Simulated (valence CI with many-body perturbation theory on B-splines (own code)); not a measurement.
## Sb XXXVII: E2, M1, M2 decay

Level of theory: valence CI with perturbative core correlation (CI+MBPT): five valence electrons over a frozen Dirac-Fock core [Ne], a basis of 11 s, 11 p, 10 d, 8 f, 5 g, 2 h functions for each j, with the one-electron correlation potential Σ1, the two-electron term Σ2, the three-electron term Σ3, Breit, model QED; selected CI, second order for the rest, scaled by the run's own slope (own B-spline code, finite nucleus).

No measured spectrum was set against this ion. As an estimate, large intervals hold to a few tenths of a per cent, small ones and those within an open d or f shell to about a per cent. Among the levels kept, up to 4300 cm⁻¹ of a level comes from second order outside the variational space, and about a tenth of that is noise between levels of different J, which matters for small intervals.

Lines 1 to 16 of 16 in falling wavelength, among levels below 3843.0 × 10³ cm⁻¹, chosen from the decays that carry over 1 % of a level's rate. Wavelengths and rates use the calculated energies. Electric multipoles are in the length gauge, E1 and E2 with the static RPA response of the core. S is in atomic units (e²a₀⁴ for E2 and M2, e²a₀⁶ for E3), for M1 in squared Bohr magnetons. Weak lines are less certain than strong ones. Lines between different terms over intervals too small for the method are left out, as are lines whose strength nearly cancels.

Levels are named by their leading jj configuration (3d3/2^4 stands for four electrons in 3d with j = 3/2), which in mixed levels can hold well under half, so a name can repeat and another be missing. Letters in brackets count levels of one name in rising energy.

| λ vac (nm) | Upper | Lower | Type | A (s⁻¹) | S (a.u.) |
| --- | --- | --- | --- | --- | --- |
| 161.2 | (3s^2 3p1/2 3p3/2 3d5/2) J=9/2 | (3s^2 3p1/2 3p3/2 3d5/2) J=7/2 [a] | M1 | 1.07e+03 | 1.66e+00 |
| 84.01 | (3s^2 3p1/2 3p3/2 3d5/2) J=9/2 | (3s^2 3p1/2 3p3/2 3d3/2) J=7/2 | M1 | 2.16e+04 | 4.75e+00 |
| 28.64 | (3s^2 3p3/2^2 3d5/2) J=9/2 | (3s^2 3p1/2 3p3/2 3d5/2) J=7/2 [b] | M1 | 3.94e+05 | 3.43e+00 |
| 25.02 | (3s^2 3p1/2 3p3/2 3d5/2) J=9/2 | (3s^2 3p1/2^2 3d5/2) J=5/2 | E2 | 9.43e+02 | 8.26e-03 |
| 23.36 | (3s^2 3p1/2 3p3/2^2) J=3/2 | (3s^2 3p1/2^2 3p3/2) J=3/2 | M1 | 1.64e+06 | 3.09e+00 |
| 22.97 | (3s^2 3p3/2^3) J=3/2 | (3s^2 3p1/2 3p3/2^2) J=1/2 | M1 | 4.12e+05 | 7.40e-01 |
| 21.57 | (3s^2 3p3/2^2 3d5/2) J=9/2 | (3s^2 3p1/2 3p3/2 3d5/2) J=9/2 | M1 | 8.18e+05 | 3.04e+00 |
| 20.45 | (3s^2 3p1/2 3p3/2^2) J=5/2 | (3s^2 3p1/2^2 3p3/2) J=3/2 | M1 | 3.02e+05 | 5.75e-01 |
| 20.45 | (3s^2 3p1/2 3p3/2^2) J=5/2 | (3s^2 3p1/2^2 3p3/2) J=3/2 | E2 | 6.36e+03 | 1.22e-02 |
| 19.59 | (3s^2 3p3/2^3) J=3/2 | (3s^2 3p1/2 3p3/2^2) J=5/2 | M1 | 6.20e+05 | 6.91e-01 |
| 19.02 | (3s^2 3p3/2^2 3d5/2) J=9/2 | (3s^2 3p1/2 3p3/2 3d5/2) J=7/2 [a] | M1 | 7.02e+05 | 1.79e+00 |
| 17.90 | (3s^2 3p1/2 3p3/2 3d5/2) J=9/2 | (3s 3p1/2^2 3p3/2^2) J=5/2 | E2 | 1.41e+03 | 2.31e-03 |
| 17.73 | (3s^2 3p1/2 3p3/2^2) J=1/2 | (3s^2 3p1/2^2 3p3/2) J=3/2 | M1 | 1.38e+06 | 5.69e-01 |
| 17.50 | (3s^2 3p3/2^3) J=3/2 | (3s^2 3p1/2 3p3/2^2) J=3/2 | M1 | 2.77e+06 | 2.20e+00 |
| 17.16 | (3s^2 3p3/2^2 3d5/2) J=9/2 | (3s^2 3p1/2 3p3/2 3d3/2) J=7/2 | M1 | 1.00e+05 | 1.88e-01 |
| 8.024 | (3s^2 3p1/2 3p3/2 3d5/2) J=9/2 | (3s^2 3p1/2 3p3/2^2) J=5/2 | M2 | 1.52e+03 | 4.51e-05 |
